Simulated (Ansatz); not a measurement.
Start from `C=C[SiH](F)[GeH3]` and change one atom or group to get `C=C[SiH](F)Br`.

Ansatz, PBE0-D4/def2-TZVP geometries, multiplicity 1. Each molecule was computed in one conformer, which needn't be the lowest.

Scalar relativity is left out up to krypton.

```tsv
property	`C=C[SiH](F)[GeH3]`
size of the dipole moment (B3LYP/def2-TZVPP) / D	1.81
HOMO energy (PBE0/def2-TZVPP) / eV	-7.88
HOMO–LUMO gap (ωB97M-V/def2-TZVPP) / eV	10.85
size of the dipole moment (ωB97M-V/def2-TZVPP) / D	1.81
ideal-gas entropy at 298 K and 1 bar (rigid rotor, harmonic PBE0-D4/def2-TZVP) / J/(mol·K)	385
HOMO–LUMO gap (PBE/def2-TZVPP) / eV	4.71
```

Question: What does the change do to each property? (Estimate.)

Answer: The calculation gave: 
| property | `C=C[SiH](F)Br` | shift |
| --- | --- | --- |
| size of the dipole moment (B3LYP/def2-TZVPP) / D | 2.37 | 0.56 |
| HOMO energy (PBE0/def2-TZVPP) / eV | -8.41 | -0.53 |
| HOMO–LUMO gap (ωB97M-V/def2-TZVPP) / eV | 11.57 | 0.72 |
| size of the dipole moment (ωB97M-V/def2-TZVPP) / D | 2.40 | 0.59 |
| ideal-gas entropy at 298 K and 1 bar (rigid rotor, harmonic PBE0-D4/def2-TZVP) / J/(mol·K) | 352 | -33 |
| HOMO–LUMO gap (PBE/def2-TZVPP) / eV | 5.05 | 0.34 |

With PBE0 the HOMO falls by 0.53 eV and the LUMO falls by 0.06 eV, so the gap widens by about 0.47 eV. PBE moves the HOMO by -0.42 eV and ωB97M-V by -0.68 eV. The zero-point energy changes by -57.6 kJ/mol with -9 modes. Dipoles are sizes alone; their direction can turn.

B3LYP here is the variant with VWN-RPA as its local correlation; programs differ in this.

Spin–orbit coupling is left out; it splits and shifts lone-pair levels of the heavy atoms by tenths of an eV.
